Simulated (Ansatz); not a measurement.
The Ansatz (a first-principles code) input:
Ansatz 0.2 input:
```yaml
crystal:
  periodic: [false, false, false]
  atoms:
    - {symbol: O, position_ang: [1.10385028, -0.07317263, -0.13629678]}
    - {symbol: Si, position_ang: [-0.40797618, 0.05780856, 0.04472453]}
    - {symbol: H, position_ang: [-1.06470779, 1.35524447, -0.10446649]}
    - {symbol: H, position_ang: [-0.88650509, -0.59908882, 1.32165800]}
    - {symbol: H, position_ang: [-1.16792280, -0.98009444, -0.75296067]}
basis:
  gaussian:
    orbitals: 6-31G*
magnetization: {spin_polarized: true, initial_magnetization: 1}
correlation: {method: ccsd_t}
scf: {lower_state_search: off}
```

Q: Estimate the coupled-cluster correlation energy (without the perturbative part) that CCSD(T)/6-31G* (Ansatz) returns for this input.

A: -0.2490 Eh

Q: What is the computed MP2 correlation energy (CCSD(T)/6-31G*)?

A: -0.2137 Eh

Q: Give the T1 diagnostic at the level CCSD(T)/6-31G*.

A: 0.040

Q: Give the number of basis functions at the level CCSD(T)/6-31G*.

A: 40
